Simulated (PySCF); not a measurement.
**From computed data to an observable: chemical shift, span and skew from a shielding tensor**

3,3,3-trifluoro-2-methylprop-1-ene (C₄H₅F₃), SMILES FC(F)(F)C(=C)C. Atoms are numbered in the order given.

```xyz
12

C     -1.4189     1.3995     0.0000
C     -0.1850     0.8940     0.0000
C      1.0774     1.6954     0.0000
C      0.0147    -0.5978     0.0000
F      0.7147    -0.9850    -1.0757
F      0.7147    -0.9850     1.0757
F     -1.1281    -1.2819     0.0000
H     -2.2986     0.7535     0.0000
H     -1.5784     2.4805     0.0000
H      1.6877     1.4581    -0.8854
H      0.8599     2.7712     0.0000
H      1.6877     1.4581     0.8854
```

Geometry: PBE0-D3(BJ)/def2-SVP.

GIAO shieldings from PBE/pcSseg-1 run with PySCF, non-relativistic, no solvent. The symmetric part of the tensor of C1 has the principal values -44.7, 67.3, 152.5 ppm. The same nucleus in TMS has σ = 182.0 ppm at this level (PySCF, at its B3LYP-D3(BJ)/def2-TZVP geometry).

Q: Work out the isotropic shielding, the ¹³C shift against TMS, the span and the skew.

A: 
σ(iso) = (σ11 + σ22 + σ33)/3 = 58.4 ppm. δ = σ(ref) − σ(iso) = 182.0 − (58.4) = 123.6 ppm.
Span Ω = σ33 − σ11 = 197.2 ppm. Skew κ = 3(σ(iso) − σ22)/Ω = -0.14. Tumbling in solution averages the tensor to δ; in a static solid the shielding alone would spread this spin-1/2 line over Ω.
